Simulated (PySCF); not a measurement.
Bond length, frequency and bond energy of SrN⁺ by level of theory

State: ³Σ⁻ (triplet), unpaired electrons π ↑↑. Set-up: PySCF, scalar-relativistic core potentials, basis sets Sr def2-SVP with ECP28, N def2-SVP. De refers to Sr⁺ + N in their high-spin ground configurations, without counterpoise correction. The functionals are run spin-unrestricted. A positive dipole points towards N; it is taken about the centre of mass and depends on that origin. Levels whose curve was spin-contaminated or gave no clean fit are not listed.

```csv
Level,Re (Å),ωe (cm⁻¹),De (eV),μ (D),"CPU s a point (SCF and correlation, without the integrals)"
PBE,2.355,433,1.77,-6.12,0.5
revPBE,2.369,424,1.66,-6.18,0.35
r²SCAN,2.348,447,1.41,-6.70,0.73
B3LYP,2.355,438,1.43,-6.73,0.58
PBE0,2.340,454,1.38,-7.00,0.72
r²SCAN0,2.341,460,1.12,-7.33,0.77
LC-ωPBE,2.331,483,1.40,-8.01,0.74
```

What does the step from GGA to meta-GGA do here, going from PBE to r²SCAN?

r²SCAN less PBE: -0.7 pm in Re, +3.2 % in ωe, -0.36 eV in De. 

What does a quarter of exact exchange do here, going from r²SCAN to r²SCAN0?

r²SCAN0 less r²SCAN: -0.7 pm in Re, +2.9 % in ωe, -0.29 eV in De. Exact exchange removes part of the self-interaction that spreads semilocal densities, and in most molecules shortens and stiffens the bond and lowers De; so it does here.

Spin–orbit coupling is left out. For an ion De counts to the pair picked by the measured ionisation energies or electron affinities, which need not be the lowest pair at this level. The state is the lowest determinant that a PBE0 search found; another state may lie lower at other levels.

The whole job (state search and all levels along the bond) took about 1.8 min on 1 thread of Intel Xeon Platinum 8488C (shared host), peak memory 0.45 GiB.
